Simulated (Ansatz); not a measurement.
Species: CdI (charge 0, doublet). SMILES of the parent species: [Cd][I]
Structure (B3LYP-D3(BJ)/def2-TZVP (Ansatz, a first-principles code) minimum search):
```xyz
2

Cd     0.0000     0.0000    -1.4459
I      0.0000     0.0000     1.3095
```
Charge 0, spin multiplicity 2.

Wanted: size of the dipole moment, in D. Conventions: open shells spin-unrestricted; def2 sets with scalar-relativistic core potentials past Kr; no spin-orbit coupling; LANL2DZ with its own core potentials from Na on; STO-3G and 3-21G all-electron and non-relativistic. First-principles rows: single points at B3LYP-D3(BJ) geometries (Ansatz). The spin state of an ion or metal species was assumed, not searched.

```csv
level,program,size of the dipole moment (D)
SVWN5/LANL2DZ,Ansatz,3.33
PBE/3-21G,Ansatz,3.24
PBE/LANL2DZ,Ansatz,3.56
PBE/def2-SVP,Ansatz,2.78
BLYP/LANL2DZ,Ansatz,3.36
B3LYP/STO-3G,Ansatz,4.59
B3LYP/3-21G,Ansatz,3.43
B3LYP/def2-SVP,Ansatz,2.97
PBE0/LANL2DZ,Ansatz,3.88
```

No value to compare with is used here. The 9 habitual levels span 2.78 (PBE/def2-SVP) to 4.59 D (B3LYP/STO-3G).

The levels are drawn from those run, B3LYP/6-31G* more often than the rest, none by its result; runs whose electronic state is in doubt are left out.
